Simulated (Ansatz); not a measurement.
Cost and result up the ladder for the cluster Be4Se5 (the lowest singlet isomer of a short search) (9 atoms). Total charge 0; singlet. Geometry: PBE0-D4/def2-SVP.

| atom | x (Å) | y (Å) | z (Å) |
| --- | --- | --- | --- |
| Be1 | -0.615 | 1.297 | -0.962 |
| Be2 | -1.181 | 0.054 | 0.943 |
| Be3 | -0.351 | -1.030 | -1.050 |
| Be4 | 1.362 | 0.467 | 0.313 |
| Se5 | -2.317 | -0.106 | -0.907 |
| Se6 | -0.135 | 1.930 | 1.061 |
| Se7 | -0.032 | -1.839 | 0.987 |
| Se8 | 1.093 | 0.325 | -1.888 |
| Se9 | 2.174 | -1.099 | 1.503 |

Ansatz; hardware A = 2 threads of AMD EPYC 7R13 on a shared host and a share (18 GiB) of an NVIDIA H100 80GB HBM3; B = 2 threads of AMD EPYC 7R13 on a shared host. Times are rough, and most runs start from the orbitals of an earlier one. ωB97M-V/def2-TZVP serves as the yardstick here, not as an exact answer. Differences are given only for rows in sets of like size (and for xTB, whose basis is part of the method), since another set adds its own error. Binding counts from free atoms at the same level (Be singlet, Se triplet; other spins of the atoms weren't run), without zero-point energy or a counterpoise term.

Correlated methods freeze 45 core orbitals; core or outer-core shells of Se are correlated, in sets that lack core-valence functions. The structure comes from a short search, and lower isomers may exist.

Correlated methods converge slowly with the basis.

| level | functions | wall time | binding energy per atom (eV) | difference from ωB97M-V/def2-TZVP (eV) |
| --- | --- | --- | --- | --- |
| PBE-D4/def2-SVP [B] | 196 | 5.5 s | 3.49 | – |
| MP2/def2-TZVP [A] | 316 | 8.5 s | 3.30 | 0.05 |
| PBE0-D4/def2-TZVP [A] | 316 | 10 s | 3.41 | 0.17 |
| PBE-D4/def2-TZVPD [A] | 373 | 10 s | 3.47 | 0.23 |
| r2SCAN-D4/def2-TZVP (with forces) [A] | 316 | 11 s | 3.43 | 0.19 |
| BHLYP-D4/def2-TZVP [A] | 316 | 11 s | 3.16 | -0.08 |
| BLYP-D4/def2-TZVPD [A] | 373 | 11 s | 3.24 | 0.00 |
| BLYP-D4/def2-TZVP [A] | 316 | 12 s | 3.24 | 0.00 |
| PBE-D4/def2-TZVP [A] | 316 | 13 s | 3.48 | 0.23 |
| RPA@PBE/def2-TZVP [A] | 316 | 14 s | 2.75 | -0.49 |
| PBE0-D4/def2-TZVPD [A] | 373 | 14 s | 3.41 | 0.17 |
| PBE0-D4/def2-SVP [B] | 196 | 14 s | 3.41 | – |
| ωB97M-V/def2-TZVP [A] | 316 | 17 s | 3.24 | 0.00 |
